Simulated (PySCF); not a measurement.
Isomers of C6H11NO, one GFN2-xTB conformer each. Single-point energies are computed at PBE0/pcSseg-1 (PySCF, gas phase, no added dispersion term), electronic only.

Question: Rank them by PBE0/pcSseg-1 energy, lowest first (kJ/mol).
A. `[CH2:1]=[CH:2][N:3]([CH3:4])[C:5](=[CH2:6])[O:7][CH3:8]` with C1–C2–N3–C4 7°, C2–N3–C5–C6 28°, N3–C5–O7–C8 -175°
B. `[CH2:1]=[CH:2][C@@H:3]([CH2:4][CH3:5])[C:6]([NH2:7])=[O:8]` with C1–C2–C3–C4 129°, C2–C3–C4–C5 -170°, C2–C3–C6–N7 84°, C3–C6–N7–H -174° and -6°
C. `[CH2:1]=[CH:2][C@H:3]([CH3:4])[CH2:5][NH:6][CH:7]=[O:8]` with C1–C2–C3–C4 -129°, C2–C3–C5–N6 -63°, C3–C5–N6–C7 -114°, C5–N6–C7–O8 -5°
D. `[CH3:1][NH:2][C:3](=[O:4])[CH2:5][CH:6]1[CH2:7][CH2:8]1` with C1–N2–C3–O4 -1°, N2–C3–C5–C6 -41°, C3–C5–C6–C7 164°

Answer: B (0.0), D (21.7), C (26.4), A (166.9).

As drawn, the lowest has a C=O bond, an N–H bond and a C(=O)–N unit, which the highest lacks. Neighbours under 10 kJ/mol apart (CNC(=O)CC1CC1 and C=C[C@H](C)CNC=O) can change places with a better method, another conformer or zero-point energy. GFN2-xTB itself gives, in the same order: 27.3, 0.0, 37.5, 94.8. GFN2-xTB puts CNC(=O)CC1CC1 lowest instead; measured from each level's own lowest isomer, the values differ by up to 72.1 kJ/mol (C=CN(C)C(=C)OC: 94.8 against 166.9).

Question: Which frontier levels, dipoles and rotational constants go with these structures?

Answer: 
```csv
SMILES,"HOMO (eV, PBE0/pcSseg-1)",LUMO (eV),dipole (D),"A, B, C (MHz)"
C=C[C@@H](CC)C(N)=O,-7.15,-0.15,3.36,"2239, 1791, 1209"
CNC(=O)CC1CC1,-7.05,0.92,3.92,"4058, 1209, 979.8"
C=C[C@H](C)CNC=O,-7.32,0.00,3.81,"3197, 1209, 960.5"
C=CN(C)C(=C)OC,-5.58,0.58,1.75,"4512, 1282, 1037"
```
